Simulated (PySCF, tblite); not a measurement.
# BeF2 and dimethyl sulfide

A gas-phase complex of BeF2 and dimethyl sulfide; neutral, singlet. The structure comes from a short search (6 tight-binding starts) and was relaxed by PBE0-D3(BJ)/def2-SVPD; another way of binding may lie lower. No frequency run checks that it is a minimum.

```json
{"part": "1", "name": "BeF2", "SMILES": "[F][Be][F]", "atoms": "1–3", "charge": "0", "multiplicity": "1"}
{"part": "2", "name": "dimethyl sulfide", "SMILES": "CSC", "atoms": "4–12", "charge": "0", "multiplicity": "1"}
```

```
atom  part   x (Å)   y (Å)   z (Å)
  F1     1   0.810  -1.583   1.347
 Be2     1   0.021  -0.450   0.963
  F3     1   0.050   0.730   0.148
  C4     2  -2.949  -0.192   0.340
  S5     2  -1.982  -0.635   1.797
  C6     2  -2.176  -2.427   1.865
  H7     2  -2.707   0.854   0.118
  H8     2  -2.660  -0.811  -0.519
  H9     2  -4.020  -0.298   0.549
 H10     2  -3.202  -2.685   2.154
 H11     2  -1.469  -2.787   2.622
 H12     2  -1.916  -2.881   0.900
```

Contacts between parts, classed by geometry: Be2···S5 2.178 Å (bond).

The parts are joined by the bond Be2–S5, so these are energies of forming such bonds; deforming the relaxed parts to their shape in the adduct costs 10.1 kcal/mol, which the interaction energies leave out.

Interaction energies are complex less parts, with the parts frozen as they stand in it; counterpoise-corrected, in kcal/mol (PySCF).

(1) How strongly do the parts interact, level by level?

(2) What holds them together? Decompose the wB97M-D3(BJ)/def2-SVPD energy: frozen parts, their antisymmetrised product, then relaxation.

The parts were also relaxed and run alone, at the levels used for the complex: shieldings by PBE0/pcSseg-2; core levels by delta-SCF with SCAN, pcX-2 on the ionised atom and pcseg-1 elsewhere, spin-free X2C (2p3/2 is the spin-free 2p value less a third of a first-order spin-orbit splitting).

(3) How do these values change when the complex forms?

Results:

(1) 
```csv
level,interaction,superposition error removed
wB97M-D3(BJ)/def2-SVPD,-27.97,-2.52
PBE0-D3(BJ)/def2-SVPD,-29.87,-2.63
```

(2) electrostatic -41.2, Pauli repulsion +40.0, orbital relaxation -26.6, dispersion correction -2.7 kcal/mol, which sum to the value before the counterpoise correction; the Pauli term holds the exchange-correlation of the frozen density too. Of the attraction, 58 % is electrostatic, 38 % is orbital relaxation, 4 % is dispersion correction.

(3) 
```csv
property,alone,in the complex,change
shielding of Be2 (ppm),105.9,103.5,-2.4
shielding of S5 (ppm),577.0,574.5,-2.4
F1 1s core level (eV),692.86,690.79,-2.07
Be2 1s core level (eV),123.69,120.53,-3.15
S5 2p3/2 core level (eV),169.17,170.83,+1.66
```
